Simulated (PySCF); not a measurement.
An excited-state job on `[PH2][GeH2][c]1ccccc1`.

Computed with TDDFT PBE0/def2-SVPD, vertical, gas phase, core orbitals frozen in the response (PySCF 2.14.0, density-fitted response routines). Geometry: PBE0-D3(BJ)/def2-SVP. A driver script takes a list of jobs; this job's settings line and coordinates (Å) are shown.

Command:
```bash
OMP_NUM_THREADS=1 python probes_run.py task.json out
```

Input:
```
{"job": {"kind": "uv", "xc": "PBE0", "basis": "def2-SVPD", "ip": true}, "charge": 0, "multiplicity": 1}
P      3.699958     0.354317     0.024819
Ge     1.952287    -1.121311    -0.421635
C      0.202810    -0.357502    -0.043309
C     -0.433923    -0.596841     1.181298
C     -1.669770    -0.017580     1.467342
C     -2.285877     0.810197     0.529931
C     -1.662993     1.056826    -0.693271
C     -0.427325     0.477322    -0.976044
H      3.088760     1.419119    -0.707297
H      3.133244     0.778644     1.266166
H      2.163198    -2.372046     0.453518
H      2.048884    -1.500953    -1.912389
H      0.035750    -1.248001     1.924542
H     -2.155227    -0.215557     2.426283
H     -3.254952     1.263473     0.752342
H     -2.143973     1.702522    -1.432271
H      0.047579     0.677489    -1.941403
```

Output:
```
coarse grid: 67160 points
cycle   1  E = -2651.1762646114  dE =  3.090e-01  |g| = 4.727e-01  |ddm| = 1.354e+01
cycle   2  E = -2651.1634699157  dE =  1.279e-02  |g| = 5.501e-01  |ddm| = 3.492e+00
cycle   3  E = -2651.2182368348  dE = -5.477e-02  |g| = 3.393e-02  |ddm| = 1.942e+00
cycle   4  E = -2651.2183955227  dE = -1.587e-04  |g| = 2.462e-02  |ddm| = 1.976e-01
cycle   5  E = -2651.2185440044  dE = -1.485e-04  |g| = 9.625e-03  |ddm| = 1.036e-01
cycle   6  E = -2651.2185720119  dE = -2.801e-05  |g| = 1.508e-03  |ddm| = 3.683e-02
cycle   7  E = -2651.2185727332  dE = -7.213e-07  |g| = 2.749e-04  |ddm| = 5.330e-03
final grid: 140560 points
cycle   8  E = -2651.2185433505  dE = -1.596e-07  |g| = 3.580e-04  |ddm| = 2.632e-02
cycle   9  E = -2651.2185433252  dE =  2.524e-08  |g| = 4.896e-04  |ddm| = 3.589e-03
cycle  10  E = -2651.2185433836  dE = -5.833e-08  |g| = 3.903e-05  |ddm| = 1.518e-03
cycle  11  E = -2651.2185433839  dE = -3.747e-10  |g| = 1.985e-05  |ddm| = 2.509e-04
converged SCF energy = -2651.2185433839

Static polarisability (au): isotropic 129.722, principal 101.974 120.731 166.461

Singlet excitations
state   eV       nm        f      main configurations
  1   5.2667    235.4   0.00060   H->L+1 0.47, H-1->L 0.45
  2   5.5243    224.4   0.27950   H->L 0.91
  3   5.9835    207.2   0.02046   H-2->L+1 0.41, H->L+1 0.40, H-1->L 0.16
  4   6.0755    204.1   0.00366   H-2->L 0.71, H-1->L+1 0.22
  5   6.2628    198.0   0.01887   H->L+2 0.89
  6   6.4262    192.9   0.01047   H->L+4 0.53, H->L+3 0.37
  7   6.5831    188.3   0.45548   H-1->L+1 0.35, H->L+5 0.19, H->L+3 0.11
  8   6.6625    186.1   0.15098   H-2->L+1 0.34, H-1->L 0.29, H->L+1 0.10
  9   6.7179    184.6   0.03309   H->L+5 0.49, H->L+3 0.21, H->L+4 0.14
 10   6.7781    182.9   0.07809   H-3->L 0.23, H->L+5 0.19, H-1->L+1 0.17

Triplet excitations (Tamm-Dancoff, eV): 3.9670 4.6179 4.6297 4.9907
Vertical ionisation energy (delta-SCF) = 8.6272 eV
```

The SCF starts on a coarse grid where the log names one; the energy can jump when the final grid takes over, and dE then counts from the start density on the new grid. H and L stand for HOMO and LUMO; the number after each pair is its weight.

How does the lowest singlet excitation compare with the HOMO–LUMO gap?

HOMO -7.05 eV and LUMO -0.79 eV give a gap of 6.26 eV; S1 at 5.27 eV lies 0.99 eV below it.

Summary of the converged run: HOMO -7.05 eV, LUMO -0.79 eV; lowest singlet 5.27 eV; lowest triplet 3.97 eV (Tamm–Dancoff); mean polarisability 129.7 au.

 The PBE0/def2-SVPD calculation is non-relativistic and has no spin–orbit coupling, an omission that weighs most on germanium.

Hardware: one thread of an x86-64 server, no GPU, on a shared host. Cost: 3.6 min of wall time.

One conformer stands for the species.
Labels such as C1 count atoms from 1, the log's own numbers from 0.
